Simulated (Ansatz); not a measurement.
Consider the formal exchange of groups at the Si–O bond: `CN[SiH2]O` + `O=[C](O)[GaH2]` → `CN[SiH2][GaH2]` + `O=C(O)O`.

Program: Ansatz. Geometries: PBE0-D4/def2-TZVP. ΔE: electronic, gas phase. CCSD(T)/CBS is the MP2 limit (def2-TZVPP, def2-QZVPP) plus CCSD(T) − MP2 in def2-TZVPP, frozen cores. DFT in def2-TZVPP. B3LYP here is the variant with VWN-RPA as its local correlation; programs differ in this. For Ga outer-core shells are correlated without core-valence functions, which leaves a few kJ/mol of doubt a bond. Scalar relativity is left out up to krypton. One conformer a species, not always the lowest.

| species | B3LYP energy (Eh) |
| --- | --- |
| `CN[SiH2]O` | -461.96594 |
| `O=[C](O)[GaH2]` | -2115.33707 |
| `CN[SiH2][GaH2]` | -2312.13980 |
| `O=C(O)O` | -265.12973 |

Problem. Work out ΔE.

Solution. ΔE = (-2312.13980) + (-265.12973) − (-461.96594) − (-2115.33707) = 0.03348 Eh = +87.9 kJ/mol. CCSD(T)/CBS gives +93.6 kJ/mol.

Largest T1 diagnostic among the species: 0.017.

From BLYP to BHLYP (50 % exact exchange), in def2-TZVPP and without D4, ΔE moves by −7.4 kJ/mol. In def2-TZVPP, CCSD(T) changes the Hartree–Fock value by +8.5 kJ/mol (the triples alone add +1.6 kJ/mol) and MP2 by +17.3 kJ/mol. At CCSD(T), def2-SVP lies −37.2 kJ/mol from the extrapolated value and def2-TZVPP −4.2 kJ/mol.
